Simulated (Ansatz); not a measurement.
The cluster HgI₂⁺. Total charge 1; doublet. Geometry PBE0-D4/def2-TZVP, basis def2-TZVP, Ansatz.

```xyz
3

Hg    0.5043    0.7459   -2.2277
I     0.6422   -0.8935    0.3032
I    -1.1465    0.1476    1.9245
```

```json
{"run": "A", "HOMO (eV)": "-11.63", "LUMO (eV)": "-10.28"}
{"run": "B", "HOMO (eV)": "-11.05", "LUMO (eV)": "-10.58"}
{"run": "C", "HOMO (eV)": "-11.38", "LUMO (eV)": "-10.52"}
{"run": "D", "HOMO (eV)": "-12.01", "LUMO (eV)": "-9.93"}
{"run": "E", "HOMO (eV)": "-11.06", "LUMO (eV)": "-10.41"}
```

In the def2 sets Hg, I take a core potential; there is no spin–orbit coupling. HSE06 is defined as in plane-wave codes, on full-range PBE exchange. In the doublet, I2 and I3 lie 2.63 Å apart (atoms count from 1), so these atoms are partly bonded to each other. Another isomer (doublet) lies 0.41 eV lower at PBE0-D4/def2-TZVP; other spin states weren't run for this one.

HOMO and LUMO are taken over both spins.

**Question.** The runs used B97M-V, HSE06, PBE, PBE0, r2SCAN. Estimate which is which.

**Answer.** A HSE06 (range-separated); B PBE (0 % exact exchange); C r2SCAN (0 % exact exchange); D PBE0 (25 % exact exchange); E B97M-V (0 % exact exchange). Exact exchange lowers occupied and raises empty levels; among semilocal functionals meta-GGAs tend to open the gap a little, and such runs are hard to tell apart. The gap grows from 0.47 eV (PBE) to 2.08 eV (PBE0).
